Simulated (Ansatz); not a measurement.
C$_{2}$H$_{6}$BrNSi, SMILES `C[Si]1(Br)CN1`, relaxed with RKS PBE-D4/def2-SVP in Ansatz 0.2.0 from a rough embedded geometry. The force threshold is 0.03 eV/Å; the program also tests the step.

Total charge 0; spin multiplicity 1.

Start:

```xyz
11

C    -0.021    1.238    1.049
Si    0.488   -0.289    0.273
Br    1.507   -1.673    1.554
C     0.177   -0.875   -1.447
N    -0.841   -1.114   -0.427
H     0.815    1.804    1.454
H    -0.780    1.120    1.771
H    -0.433    1.921    0.235
H    -0.046   -0.025   -2.163
H     0.751   -1.631   -1.823
H    -1.617   -0.475   -0.477
```

| step | energy (eV) | largest force (eV/Å) | largest move (Å) |
| --- | --- | --- | --- |
| 1 | -81552.9609 | 4.822 | 0.000 |
| 2 | -81553.6005 | 1.281 | 0.200 |
| 3 | -81553.6845 | 0.454 | 0.200 |
| 4 | -81553.7162 | 0.303 | 0.074 |
| 5 | -81553.7259 | 0.306 | 0.068 |
| 6 (rejected) | -81553.7186 | 1.169 | 0.114 |
| 7 | -81553.7377 | 0.156 | 0.056 |
| 8 | -81553.7438 | 0.153 | 0.100 |
| 9 | -81553.7457 | 0.274 | 0.097 |
| 10 | -81553.7469 | 0.067 | 0.022 |
| 11 (rejected) | -81553.7467 | 0.047 | 0.026 |
| 12 | -81553.7473 | 0.013 | 0.013 |

End:

```xyz
11

C     0.052    1.341    1.068
Si    0.292   -0.379    0.368
Br    1.461   -1.630    1.814
C     0.202   -0.743   -1.452
N    -0.907   -1.201   -0.555
H     1.030    1.811    1.294
H    -0.534    1.304    2.008
H    -0.488    1.970    0.332
H    -0.001    0.106   -2.141
H     0.778   -1.551   -1.945
H    -1.887   -1.028   -0.791
```

Hardware: 4 threads of an Arm Neoverse V1 on a shared host. Wall time 22 s, peak host memory 0.18 GiB.
